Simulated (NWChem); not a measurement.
A series in which one site is exchanged, each optimised at PBE0/def2-SVP with NWChem, gas phase unless a solvent is named. This build's default masses of Se (78.918 u) and Br (79.917 u) are each other's, which moves their modes by up to 0.6 %. For some, no frequency run checked for a minimum. def2 effective core potentials on Cd, Te; no spin-orbit coupling.

A: [CH3][Cd][Cl] (CH$_{3}$CdCl; site = Cd)
B: [Se](C)Cl (CH3ClSe; site = Se)
C: C[Te]Cl (CH$_{3}$ClTe; site = Te)
D: [Zn]([CH3])[Cl] (CH3ClZn; site = Zn)

| quantity | A | B | C | D |
|---|---|---|---|---|
| dipole (D), PBE0/def2-SVP | [?] | 2.29 | 2.63 | 2.49 |
| orbital gap (eV), PBE0/def2-SVP | [?] | 4.59 | 3.88 | 7.95 |
| static polarisability, B3LYP/def2-SVPD (bohr³) | [?] | 57.0 | 69.9 | 52.2 |
| lowest singlet excitation, B3LYP/def2-SVPD, TDA (eV) | [?] | 2.77 | 2.27 | 6.47 |

Q: What belongs in the gaps?

A: 
- dipole (D), PBE0/def2-SVP, A: 2.95
- orbital gap (eV), PBE0/def2-SVP, A: 7.44
- static polarisability, B3LYP/def2-SVPD (bohr³), A: 60.2
- lowest singlet excitation, B3LYP/def2-SVPD, TDA (eV), A: 5.85
